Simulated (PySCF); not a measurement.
## Radial density of Rb²⁺ (rubidium, charge +2)

UHF, [Ar] 3d10 4s2 4p5, 2P determinant. All numbers are calculated (PySCF 2.14, scalar relativity by spin-free X2C-1e, in aug-cc-pVDZ-X2C).

```json
{"r (bohr)": "0.0295", "4πr²ρ (e/bohr)": "46.19", "4πr²(ρα − ρβ)": "0.0083"}
{"r (bohr)": "0.0496", "4πr²ρ (e/bohr)": "39.04", "4πr²(ρα − ρβ)": "0.0295"}
{"r (bohr)": "0.0834", "4πr²ρ (e/bohr)": "44.90", "4πr²(ρα − ρβ)": "0.0584"}
{"r (bohr)": "0.140", "4πr²ρ (e/bohr)": "54.46", "4πr²(ρα − ρβ)": "0.0260"}
{"r (bohr)": "0.236", "4πr²ρ (e/bohr)": "32.60", "4πr²(ρα − ρβ)": "0.0274"}
{"r (bohr)": "0.397", "4πr²ρ (e/bohr)": "39.22", "4πr²(ρα − ρβ)": "0.1515"}
{"r (bohr)": "0.667", "4πr²ρ (e/bohr)": "20.14", "4πr²(ρα − ρβ)": "0.0033"}
{"r (bohr)": "1.12", "4πr²ρ (e/bohr)": "6.256", "4πr²(ρα − ρβ)": "0.5674"}
{"r (bohr)": "1.89", "4πr²ρ (e/bohr)": "3.581", "4πr²(ρα − ρβ)": "0.5400"}
{"r (bohr)": "3.18", "4πr²ρ (e/bohr)": "0.3369", "4πr²(ρα − ρβ)": "0.0588"}
{"r (bohr)": "5.34", "4πr²ρ (e/bohr)": "0.0002030", "4πr²(ρα − ρβ)": "-0.0001"}
{"r (bohr)": "8.98", "4πr²ρ (e/bohr)": "1.897e-05", "4πr²(ρα − ρβ)": "0.0000"}
{"r (bohr)": "15.1", "4πr²ρ (e/bohr)": "1.651e-05", "4πr²(ρα − ρβ)": "0.0000"}
```

Densities and radii are taken from the X2C orbitals without a picture-change correction, which distorts them close to the nucleus.
